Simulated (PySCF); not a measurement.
A structure optimised at PBE0-D3(BJ)/def2-SVP, used in a PySCF frequency run:

```
C
H 1 1.1018
H 1 1.1018 2 106.43
C 1 1.5235 2 111.16 3 -121.17
H 4 1.1012 1 112.33 2 178.77
H 4 1.1012 5 107.09 1 -123.78
H 4 1.1040 5 106.84 6 -114.19
Cd 1 2.1203 2 106.26 3 112.95
Br 8 2.4338 2 156.47 1 -179.98
```

Write its SMILES, formula and point group.

C[CH2][Cd][Br], C₂H₅BrCd, Cs

What are its rotational constants (standard atomic weights)?

19.524, 0.83809, 0.81173 GHz
